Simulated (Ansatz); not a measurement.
The same group exchange along the group F, Cl, Br.

Isolated molecules relaxed with PBE0-D4/def2-TZVP in Ansatz; ΔE leaves out vibrations. CBS: MP2 limit from def2 TZ/QZ plus the TZ coupled-cluster correction, frozen cores. This one scheme is used for every species. Functionals use def2-TZVPP. For Br outer-core shells are correlated without core-valence functions, which leaves a few kJ/mol of doubt a bond. Scalar relativity is left out up to krypton. One conformer a species, not always the lowest.

```tsv
reaction	LDA (SPW92) (kJ/mol)	PBE0-D4 (kJ/mol)	B97M-V (kJ/mol)	PBE-D4 (kJ/mol)
`OBCF` + BH₃ → `BBO` + fluoromethane	12	13	10	10
`OBCCl` + BH₃ → `BBO` + `CCl`	37	33	30	31
`OBCBr` + BH₃ → `BBO` + `CBr`	22	24	20	21
```

Question: Give the CCSD(T)/CBS values in the same order. (Estimate.)

Answer: Ansatz gave: 17, 38, 31 kJ/mol.

Largest T1 diagnostic: 0.013, for `BBO`.
